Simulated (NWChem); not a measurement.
Species: CH$_{5}$ClOSi; SMILES C[SiH](O)Cl

```xyz
9

Si    -0.0991    -0.3816     0.3824
C      1.3304    -1.3993    -0.2732
O     -1.5577    -0.7780    -0.3434
Cl     0.2126     1.6131    -0.1017
H     -0.1862    -0.4681     1.8798
H      1.2137    -2.4718    -0.0113
H      2.2875    -1.0462     0.1615
H      1.3959    -1.3124    -1.3763
H     -1.7838    -1.7242    -0.3331
```
Atoms are numbered in this order, from 1.

This is a stationary point of PBE-D3(BJ)/def2-SVP (NWChem), point group C1. 

Task: Is it a minimum? If not, what does it relax to?

Result: No. It has an imaginary frequency of 146i cm⁻¹. Following that mode (on a finer grid) lowers the energy by 2.9 kcal/mol and ends, with real frequencies alone, at point group C1:
```xyz
9

Si    -0.0989    -0.5544     0.4050
C      1.4130    -1.3994    -0.2797
O     -1.4283    -1.2669    -0.3204
Cl    -0.0251     1.4857    -0.0644
H     -0.1899    -0.6204     1.9031
H      1.3991    -2.4803    -0.0326
H      2.3342    -0.9515     0.1426
H      1.4437    -1.2910    -1.3822
H     -2.2932    -0.9078    -0.0556
```
